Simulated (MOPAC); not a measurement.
Job for MOPAC: PM7 on CH4BClO (SMILES COBCl), a point of a torsion scan.

```
PM7 1SCF PRECISE CHARGE=0 THREADS=1
CH4BClO

C     -1.09098269 1    -0.00943478 1     0.09313380 1
O      0.07008645 1    -0.58632034 1    -0.46967859 1
B      1.31738825 1    -0.24151521 1    -0.23388007 1
Cl     1.74761316 1     1.05940048 1     0.83607699 1
H     -0.88820215 1     0.98727978 1     0.49052921 1
H     -1.45096595 1    -0.65542425 1     0.89601913 1
H     -1.84663731 1     0.04723759 1    -0.69124441 1
H      2.16117893 1    -0.83839427 1    -0.78122043 1
```

The log:

```
*******************************************************************************
 **                                                                           **
 **                              MOPAC v23.2.5                                **
 **                                                                           **
 *******************************************************************************
 ** MOPAC's Digital Object Identifier: https://doi.org/10.5281/zenodo.6511958 **
 **                                                                           **
 ** Please cite the open-source release paper for use of this MOPAC version:  **
 ** J. E. Moussa and J. J. P. Stewart (2026)                                  **
 ** MOPAC: An open-source semiempirical molecular orbital program             **
 ** J. Open Source Softw., 11(119), 8025, https://doi.org/10.21105/joss.08025 **
 *******************************************************************************

                              PM7 CALCULATION RESULTS

 *******************************************************************************
 *  PM7        - The PM7 Hamiltonian to be used
 *
 *
 *
 *                 CHARGE ON SYSTEM = 0
 *
 *
 *
 *  PRECISE    - TIGHTER CRITERIA TO BE USED
 *  1SCF       - DO 1 SCF AND THEN STOP
 *  THREADS=1  - MULTI-THREADING NOT USED
 *  T=         - A TIME OF 172800.0 SECONDS REQUESTED
 *  DUMP=N     - RESTART FILE WRITTEN EVERY 7200.0 SECONDS REQUESTED
 *******************************************************************************
PM7 1SCF PRECISE CHARGE=0 THREADS=1
 CH4BClO

   ATOM   CHEMICAL          X               Y               Z
  NUMBER   SYMBOL      (ANGSTROMS)     (ANGSTROMS)     (ANGSTROMS)

     1       C         -1.09098269  *  -0.00943478  *   0.09313380  *
     2       O          0.07008645  *  -0.58632034  *  -0.46967859  *
     3       B          1.31738825  *  -0.24151521  *  -0.23388007  *
     4      Cl          1.74761316  *   1.05940048  *   0.83607699  *
     5       H         -0.88820215  *   0.98727978  *   0.49052921  *
     6       H         -1.45096595  *  -0.65542425  *   0.89601913  *
     7       H         -1.84663731  *   0.04723759  *  -0.69124441  *
     8       H          2.16117893  *  -0.83839427  *  -0.78122043  *



          CARTESIAN COORDINATES

    NO.       ATOM           X           Y           Z

     1         C         -1.0910     -0.0094      0.0931
     2         O          0.0701     -0.5863     -0.4697
     3         B          1.3174     -0.2415     -0.2339
     4        Cl          1.7476      1.0594      0.8361
     5         H         -0.8882      0.9873      0.4905
     6         H         -1.4510     -0.6554      0.8960
     7         H         -1.8466      0.0472     -0.6912
     8         H          2.1612     -0.8384     -0.7812

 General Reference for PM7:
 "Optimization of Parameters for Semiempirical Methods VI: More Modifications to the
 NDDO Approximations and Re-optimization of Parameters", J. J. P. Stewart, J. Mol. Mod., 1:32, 19 (2013)
 https://link.springer.com/article/10.1007/s00894-012-1667-x

           Empirical Formula: C H4 O B Cl  =     8 atoms



      MOLECULAR POINT GROUP   :   C1


      RHF CALCULATION, NO. OF DOUBLY OCCUPIED LEVELS = 12


 -------------------------------------------------------------------------------
 PM7 1SCF PRECISE CHARGE=0 THREADS=1
 CH4BClO



     1SCF WAS SPECIFIED, SO BFGS WAS NOT USED
     SCF FIELD WAS ACHIEVED


                              PM7 CALCULATION
                                                       MOPAC v23.2.5 Linux




          FINAL HEAT OF FORMATION =        -98.53581 KCAL/MOL =    -412.27385 KJ/MOL


          COSMO AREA              =        106.16 SQUARE ANGSTROMS
          COSMO VOLUME            =         90.76 CUBIC ANGSTROMS

          IONIZATION POTENTIAL    =         10.989421 EV
          HOMO LUMO ENERGIES (EV) =        -10.989 -0.407
          NO. OF FILLED LEVELS    =         12
          MOLECULAR WEIGHT        =         78.3050         POINT GROUP:  C1

          MOLECULAR DIMENSIONS (Angstroms)

            Atom       Atom       Distance
            H     8    H     7     4.10549
           Cl     4    H     7     2.38081
           Cl     4    H     6     1.58789


          SCF CALCULATIONS        =          1





   ATOM   CHEMICAL          X               Y               Z
  NUMBER   SYMBOL      (ANGSTROMS)     (ANGSTROMS)     (ANGSTROMS)

     1       C         -1.09098269  *  -0.00943478  *   0.09313380  *
     2       O          0.07008645  *  -0.58632034  *  -0.46967859  *
     3       B          1.31738825  *  -0.24151521  *  -0.23388007  *
     4      Cl          1.74761316  *   1.05940048  *   0.83607699  *
     5       H         -0.88820215  *   0.98727978  *   0.49052921  *
     6       H         -1.45096595  *  -0.65542425  *   0.89601913  *
     7       H         -1.84663731  *   0.04723759  *  -0.69124441  *
     8       H          2.16117893  *  -0.83839427  *  -0.78122043  *

                             CARTESIAN COORDINATES

   1    C       -1.090982690    -0.009434780     0.093133800
   2    O        0.070086450    -0.586320340    -0.469678590
   3    B        1.317388250    -0.241515210    -0.233880070
   4   Cl        1.747613160     1.059400480     0.836076990
   5    H       -0.888202150     0.987279780     0.490529210
   6    H       -1.450965950    -0.655424250     0.896019130
   7    H       -1.846637310     0.047237590    -0.691244410
   8    H        2.161178930    -0.838394270    -0.781220430


           Empirical Formula: C H4 O B Cl  =     8 atoms



      MOLECULAR POINT GROUP   :   C1


                  EIGENVALUES
 -30.61027 -25.39670 -25.10386 -18.19304 -16.40483 -16.07878 -14.73887 -13.09472
 -12.48123 -11.78353 -11.25483 -10.98942  -0.40734   0.78118   1.98004   3.64562
   5.03469   5.06200   5.41764   5.81893  70.81173  70.85140  70.91523  71.16007
  71.17178


              NET ATOMIC CHARGES AND DIPOLE CONTRIBUTIONS

  ATOM NO.   TYPE          CHARGE      No. of ELECS.   s-Pop       p-Pop       d-Pop
    1          C          -0.151342        4.1513     1.07983     3.07152
    2          O          -0.410175        6.4102     1.75366     4.65651
    3          B           0.314632        2.6854     0.75609     1.92927
    4         Cl          -0.250279        7.2503     1.98755     5.25877     0.00396
    5          H           0.137671        0.8623     0.86233
    6          H           0.139632        0.8604     0.86037
    7          H           0.144478        0.8555     0.85552
    8          H           0.075383        0.9246     0.92462
 DIPOLE           X         Y         Z       TOTAL
 POINT-CHG.    -1.514    -0.534    -0.338     1.641
 HYBRID        -0.431     0.138     0.151     0.477
 SUM           -1.946    -0.396    -0.188     1.995


          ATOMIC ORBITAL ELECTRON POPULATIONS

     Atom    s        px        py        pz      x^2-y^2     xz        z^2       yz        xy
    1  C   1.07983   0.87796   1.09593   1.09762
    2  O   1.75366   1.33419   1.66063   1.66170
    3  B   0.75609   0.74986   0.62101   0.55841
    4 Cl   1.98755   1.94598   1.60699   1.70580   0.00080   0.00066   0.00039   0.00113   0.00099
    5  H   0.86233
    6  H   0.86037
    7  H   0.85552
    8  H   0.92462

 **********************
 *                    *
 * JOB ENDED NORMALLY *
 *                    *
 **********************




 == MOPAC DONE ==
```

The run finished.

Cost: roughly 0.020 core-seconds.
